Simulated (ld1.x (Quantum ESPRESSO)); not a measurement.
An odd input for ld1.x (Quantum ESPRESSO) 7.5 (ruthenium (Ru))

Command:

```bash
ld1.x < Ru.in > Ru.out
```

Input:

```
&input
   title='Ru', zed=44., rel=1, dft='PBE', iswitch=3, tr2=1e-4,
   config='[Kr] 4d7.5 5s0.5 5p0',
   nld=3, rlderiv=4.20, eminld=-2.0, emaxld=5.0, deld=0.02
 /
 &inputp
   pseudotype=1, tm=.true., lloc=1,
   nlcc=.true., new_core_ps=.true., rcore=1.15,
   file_pseudopw='Ru.pp', file_wfcaegen='ae.wfc', file_wfcncgen='nc.wfc'
 /
3
5S  1  0   0.50   0.00  3.05  3.05  0.0
4D  3  2   7.50   0.00  1.40  1.40  0.0
5P  2  1   0.00   0.00  3.85  3.85  0.0
 &test
   configts(1)='4d7.5 5s0.5 5p0'
 /
```

This is an input that runs to its end, with one change: threshold tr2=1e-4.

Problem. How does the run end?

Solution. The program runs through. The occupied levels of the test differ from the all-electron ones by at most 0.00001 Ry (unchanged input: 0.00001 Ry).

```

     Etot =   -9061.492925 Ry,   -4530.746463 Ha, -123287.891975 eV
     Etotps =   -52.819038 Ry,     -26.409519 Ha,    -718.639625 eV

     Ekin =      34.605772 Ry,      17.302886 Ha,     470.835515 eV
     Encl =     -55.593515 Ry,     -27.796757 Ha,    -756.388304 eV
     Ehrt =      31.924753 Ry,      15.962377 Ha,     434.358392 eV
     Ecxc =     -29.383650 Ry,     -14.691825 Ha,    -399.784921 eV
     (Ecc =     -19.451587 Ry,      -9.725793 Ha,    -264.652321 eV)
     Epseu=     -34.372399 Ry,     -17.186199 Ha,    -467.660307 eV

     ---------------------- End of pseudopotential test ----------------------
```
